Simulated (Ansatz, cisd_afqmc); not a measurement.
Species: HSF$_{2}$, charge 1, singlet. HSF2+ (SMILES F[SH+]F).
B3LYP-D3(BJ)/def2-TZVP minimum from Ansatz (a program for electronic structure):
```
S
F 1 1.5309
F 1 1.5309 2 102.08
H 1 1.3713 2 96.59 3 -98.21
```
Charge +1, spin multiplicity 1.

Total energies in cc-pV(D+d)Z, 20 correlated electrons, 7 frozen orbitals. Open shells are spin-unrestricted; no spin-orbit coupling. Cores are frozen in correlated methods. No relativity. AFQMC is phaseless with a CISD trial state; ± is one standard error, without the phaseless bias. Outlying blocks are dropped, and bars are widened where a walk drifts. Over all cases where full CI ran beside it in this data, AFQMC minus full CI had a median of +0.1 mEh and passed +0.4 mEh in a tenth of the cases.

```
method         program         energy (Eh)  minus CCSDT(Q) (mEh)
----------  ----------  ------------------  --------------------
HF              Ansatz          -596.59760                544.25
MP2             Ansatz          -597.10920                 32.65
CCSD            Ansatz          -597.12726                 14.58
CCSD(T)         Ansatz          -597.13966                  2.18
CCSDT(Q)        Ansatz          -597.14184                  0.00
AFQMC/CISD  cisd_afqmc  -597.1421 ± 0.0004            -0.3 ± 0.4
```

Rough core times of Ansatz's runs on a shared machine: CCSD(T) under 20 s, CCSDT(Q) 30 s.
